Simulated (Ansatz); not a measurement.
C₂H₃BO, SMILES `OC1=CB1`. Total charge 0; spin multiplicity 1.

| atom | x (Å) | y (Å) | z (Å) |
| --- | --- | --- | --- |
| O1 | -0.5195 | 1.5709 | -0.4719 |
| C2 | -0.1149 | 0.3620 | -0.1120 |
| C3 | -0.5312 | -0.6338 | 0.6914 |
| B4 | 0.7222 | -0.8447 | -0.0457 |
| H5 | 0.1164 | 1.9384 | -1.0946 |
| H6 | -1.3341 | -0.8888 | 1.3681 |
| H7 | 1.6611 | -1.5040 | -0.3352 |

Problem. Give the diagnostics of a CCSD(T)/def2-TZVPP run (frozen core, the Gaussian-basis code of Ansatz). (An estimate is asked.)

Solution. Computed: T1 = 0.0124, largest single amplitude 0.028, largest double 0.056, (T) share of the correlation energy 4.3 %, 9 CCSD cycles. The RHF solution is stable towards an unrestricted one. T1 lies under the customary mark of 0.02 for closed shells.
